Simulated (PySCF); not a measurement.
PySCF input (M06-2X/def2-TZVPD):

```python
from pyscf import gto, scf, dft

mol = gto.M(
    atom='''
    N    -1.09895445    0.24210559    0.04933160
    C     0.18292093    0.38685930   -0.06554635
    O     1.06504916   -0.54321309   -0.00639096
    H    -1.55012573   -0.65357977    0.20314888
    H    -1.70318167    1.05336799   -0.01456906
    H     0.59089722    1.37957484   -0.22917117
    H     0.73717246   -1.44955323    0.13967593
    ''',
    basis='def2-tzvpd',
    charge=1,
    spin=0,
    verbose=4,
)

mf = dft.RKS(mol, xc='m062x').density_fit(auxbasis='def2-universal-jkfit')
mf.grids.level = 4
mf.conv_tol = 1e-9
mf.max_cycle = 100
mf.max_memory = 1500
mf.kernel()
if not mf.converged:
    mf = mf.newton()
    mf.kernel(mf.make_rdm1())
mf.analyze()
```

Output:

```
PySCF version 2.14.0

[INPUT] verbose = 4
[INPUT] num. atoms = 7
[INPUT] num. electrons = 24
[INPUT] charge = 1
[INPUT] spin (= nelec alpha-beta = 2S) = 0
[INPUT] symmetry False subgroup None
[INPUT] Mole.unit = angstrom
[INPUT] Symbol           X                Y                Z      unit          X                Y                Z       unit  Magmom
[INPUT]  1 N     -1.098954450000   0.242105590000   0.049331600000 AA   -2.076722933872   0.457513258326   0.093223213287 Bohr   0.0
[INPUT]  2 C      0.182920930000   0.386859300000  -0.065546350000 AA    0.345670460151   0.731058125741  -0.123864649965 Bohr   0.0
[INPUT]  3 O      1.065049160000  -0.543213090000  -0.006390960000 AA    2.012651221598  -1.026523967379  -0.012077164073 Bohr   0.0
[INPUT]  4 H     -1.550125730000  -0.653579770000   0.203148880000 AA   -2.929313088341  -1.235086765856   0.383895745712 Bohr   0.0
[INPUT]  5 H     -1.703181670000   1.053367990000  -0.014569060000 AA   -3.218546896679   1.990577009484  -0.027531533292 Bohr   0.0
[INPUT]  6 H      0.590897220000   1.379574840000  -0.229171170000 AA    1.116633913567   2.607018615941  -0.433070746946 Bohr   0.0
[INPUT]  7 H      0.737172460000  -1.449553230000   0.139675930000 AA    1.393054055972  -2.739258607679   0.263949253894 Bohr   0.0

nuclear repulsion = 78.7976621484345
number of shells = 60
number of NR pGTOs = 203
number of NR cGTOs = 150
basis = def2-tzvpd
ecp = {}

******** <class 'pyscf.df.df_jk.DFRKS'> ********
method = DFRKS
initial guess = minao
damping factor = 0
level_shift factor = 0
DIIS = <class 'pyscf.scf.diis.CDIIS'>
diis_start_cycle = 1
diis_space = 8
diis_damp = 0
SCF conv_tol = 1e-09
SCF conv_tol_grad = None
SCF max_cycles = 100
direct_scf = False
XC library pyscf.dft.libxc version 7.1.2
    S. Lehtola, C. Steigemann, M. J. T. Oliveira, and M. A. L. Marques,  SoftwareX 7, 1–5 (2018)
XC functionals = m062x
    Y. Zhao and D. G. Truhlar,  Theor. Chem. Acc. 120, 215 (2008)
    Y. Zhao and D. G. Truhlar,  Theor. Chem. Acc. 120, 215 (2008)
radial grids:
    Treutler-Ahlrichs [JCP 102, 346 (1995); DOI:10.1063/1.469408] (M4) radial grids

becke partition: Becke, JCP 88, 2547 (1988); DOI:10.1063/1.454033
pruning grids: <function nwchem_prune>
grids dens level: 4
symmetrized grids: False
atomic radii adjust function: <function treutler_atomic_radii_adjust>
small_rho_cutoff = 0
Set gradient conv threshold to 3.16228e-05
Initial guess from minao.
tot grids = 147576
******** <class 'pyscf.df.df.DF'> ********
auxbasis = def2-universal-jkfit
init E= -171.034357948244
  HOMO = -0.354631132347443  LUMO = -0.0321339333062198  gap/eV = 8.77560
cycle= 1 E= -170.154651946704  delta_E= 0.88  |g|= 0.54  |ddm|= 1.79
[...]
cycle= 9 E= -170.217679835456  delta_E= -6.28e-10  |g|= 1.02e-05  |ddm|= 7.11e-05
  HOMO = -0.644380939068022  LUMO = -0.225009609288204  gap/eV = 11.41168
Extra cycle  E= -170.217679835477  delta_E= -2.07e-11  |g|= 6e-06  |ddm|= 1.79e-05
converged SCF energy = -170.217679835477
**** SCF Summaries ****
Total Energy =                        -170.217679835476616
Nuclear Repulsion Energy =              78.797662148434512
One-electron Energy =                 -380.124374839658117
Two-electron Energy =                  131.109032855746989
Two-electron Coulomb Energy =          153.185802352924270
DFT Exchange-Correlation Energy =      -22.076769497177274
HOMO-LUMO gap [eV] =                    11.411675140359339
**** MO energy ****
MO #1   energy= -19.9402628198607  occ= 2
MO #2   energy= -15.0569406948493  occ= 2
MO #3   energy= -10.9373018091816  occ= 2
MO #4   energy= -1.49262767789414  occ= 2
MO #5   energy= -1.31588315472928  occ= 2
MO #6   energy= -1.0344245438362   occ= 2
MO #7   energy= -0.929590703871664 occ= 2
MO #8   energy= -0.91048518522306  occ= 2
MO #9   energy= -0.785858968709095 occ= 2
MO #10  energy= -0.784023827297189 occ= 2
MO #11  energy= -0.726107282896219 occ= 2
MO #12  energy= -0.644380939068022 occ= 2
MO #13  energy= -0.225009609288204 occ= 0
MO #14  energy= -0.174800910923331 occ= 0
MO #15  energy= -0.144764539907274 occ= 0
MO #16  energy= -0.127312897445216 occ= 0
MO #17  energy= -0.0914241124292796 occ= 0
MO #18  energy= -0.0824269822736713 occ= 0
MO #19  energy= -0.0759577646113073 occ= 0
MO #20  energy= -0.0595186335079742 occ= 0
MO #21  energy= -0.039242537538736 occ= 0
MO #22  energy= -0.0323039558025674 occ= 0
MO #23  energy= -0.016978143907581 occ= 0
MO #24  energy= -0.0120075435852462 occ= 0
MO #25  energy= 0.0239288419523388 occ= 0
MO #26  energy= 0.0410645197033656 occ= 0
MO #27  energy= 0.0515117841365517 occ= 0
MO #28  energy= 0.0538783682193696 occ= 0
MO #29  energy= 0.0816910532397135 occ= 0
MO #30  energy= 0.0836302458390514 occ= 0
MO #31  energy= 0.0904664848119485 occ= 0
MO #32  energy= 0.0997009676156956 occ= 0
MO #33  energy= 0.116364516050662  occ= 0
MO #34  energy= 0.117720717830191  occ= 0
MO #35  energy= 0.121338473510547  occ= 0
MO #36  energy= 0.148685656415835  occ= 0
MO #37  energy= 0.163970418074082  occ= 0
MO #38  energy= 0.170389416640661  occ= 0
MO #39  energy= 0.177684876159766  occ= 0
MO #40  energy= 0.202180585961721  occ= 0
MO #41  energy= 0.206774719325594  occ= 0
MO #42  energy= 0.232099213793155  occ= 0
MO #43  energy= 0.241312795017945  occ= 0
MO #44  energy= 0.270566583295749  occ= 0
MO #45  energy= 0.28427859830559   occ= 0
MO #46  energy= 0.30424515904739   occ= 0
MO #47  energy= 0.306122254715549  occ= 0
MO #48  energy= 0.317350792467514  occ= 0
MO #49  energy= 0.321837765568854  occ= 0
MO #50  energy= 0.355143390966488  occ= 0
MO #51  energy= 0.362090902960606  occ= 0
MO #52  energy= 0.379014296240955  occ= 0
MO #53  energy= 0.41428830824923   occ= 0
MO #54  energy= 0.441931383024468  occ= 0
MO #55  energy= 0.465914897766588  occ= 0
MO #56  energy= 0.476028742762643  occ= 0
MO #57  energy= 0.524531097420316  occ= 0
MO #58  energy= 0.53115544483182   occ= 0
MO #59  energy= 0.556829039871737  occ= 0
MO #60  energy= 0.586227999519235  occ= 0
MO #61  energy= 0.616919748167007  occ= 0
MO #62  energy= 0.643679325869145  occ= 0
MO #63  energy= 0.66243018044495   occ= 0
MO #64  energy= 0.683385517244361  occ= 0
MO #65  energy= 0.706263260838337  occ= 0
MO #66  energy= 0.730310410580187  occ= 0
MO #67  energy= 0.742178036158219  occ= 0
MO #68  energy= 0.798356388289182  occ= 0
MO #69  energy= 0.877711756358777  occ= 0
MO #70  energy= 0.892580024532303  occ= 0
MO #71  energy= 0.969758115945638  occ= 0
MO #72  energy= 1.06658594372432   occ= 0
MO #73  energy= 1.13080484803092   occ= 0
MO #74  energy= 1.13231735631021   occ= 0
MO #75  energy= 1.25275048340375   occ= 0
MO #76  energy= 1.26711519097614   occ= 0
MO #77  energy= 1.30293792058504   occ= 0
MO #78  energy= 1.3793414639636    occ= 0
MO #79  energy= 1.40464163111468   occ= 0
MO #80  energy= 1.49582183453356   occ= 0
MO #81  energy= 1.51599633121234   occ= 0
MO #82  energy= 1.59458783725611   occ= 0
MO #83  energy= 1.61027616384229   occ= 0
MO #84  energy= 1.64757761820649   occ= 0
MO #85  energy= 1.65383305465513   occ= 0
MO #86  energy= 1.66828220793889   occ= 0
MO #87  energy= 1.70930076821741   occ= 0
MO #88  energy= 1.82216751833921   occ= 0
MO #89  energy= 1.88000901738095   occ= 0
MO #90  energy= 1.96434807811928   occ= 0
MO #91  energy= 1.98133275837041   occ= 0
MO #92  energy= 2.01384884558049   occ= 0
MO #93  energy= 2.0510254927958    occ= 0
MO #94  energy= 2.057932494576     occ= 0
MO #95  energy= 2.17733070520088   occ= 0
MO #96  energy= 2.18365011999385   occ= 0
MO #97  energy= 2.24878335654193   occ= 0
MO #98  energy= 2.35706540617722   occ= 0
MO #99  energy= 2.44657984030734   occ= 0
MO #100 energy= 2.47236831523013   occ= 0
MO #101 energy= 2.57255291291747   occ= 0
MO #102 energy= 2.59236588749396   occ= 0
MO #103 energy= 2.61998420346223   occ= 0
MO #104 energy= 2.66335719706334   occ= 0
MO #105 energy= 2.72290795805472   occ= 0
MO #106 energy= 2.78768394166371   occ= 0
MO #107 energy= 2.81399782980871   occ= 0
[...]
```

It need not be the lowest isomer of its formula.
